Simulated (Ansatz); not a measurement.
`[SiH3][SiH2]S` + `C=N` → `C=N[SiH2]S` + SiH₄ at 700 K and 1 bar (cleavage of the Si–Si bond).

Calculated with Ansatz (gas phase, PBE0-D4/def2-TZVP geometries, no zero-point term in ΔE). CBS: MP2 limit from def2 TZ/QZ plus the TZ coupled-cluster correction, frozen cores. This one scheme is used for every species. One conformer a species, not always the lowest.

```tsv
species	CCSD(T)/CBS energy (Eh)	H − E (kJ/mol)	S (J/(mol·K))
`[SiH3][SiH2]S`	-979.55409	206.9	447.4
`C=N`	-94.52360	135.6	268.6
`C=N[SiH2]S`	-782.63012	219.3	430.5
SiH₄	-291.46306	115.5	252.9
```

H − E and S are ideal-gas, rigid-rotor, harmonic terms from PBE0-D4/def2-TZVP, for one conformer and one mirror image of each species. 1 Eh = 2625.50 kJ/mol, R = 8.31446 J/(mol·K).

Question: By hand: ΔE, ΔH, ΔS and ΔG.

Answer: ΔE = (-782.63012) + (-291.46306) − (-979.55409) − (-94.52360) = -0.01549 Eh = -40.7 kJ/mol. Δ(H − E) = 219.3 + 115.5 − 206.9 − 135.6 = -7.7, so ΔH = -48.4 kJ/mol. ΔS = 430.5 + 252.9 − 447.4 − 268.6 = -32.6 J/(mol·K). ΔG = -48.4 − 700 × (-32.6)/1000 = -25.6 kJ/mol.

Question: By hand: the equilibrium constant, and the temperature at which ΔG would vanish if ΔH and ΔS stayed fixed.

Answer: log₁₀ K = −ΔG/(RT ln 10) = 1.9. ΔG = 0 at ΔH/ΔS = 1485 K.

TΔS isn't small against ΔH here. A doubt of 5 kJ/mol in ΔE shifts log₁₀ K by 0.4 here. Other conformers and mirror images would add mixing entropy, several J/(mol·K) or more a flexible species. These are equilibria of isolated gas molecules and say nothing of rates. Largest T1 diagnostic: 0.013 (customary marks: 0.02 for closed shells, 0.045 for open ones).
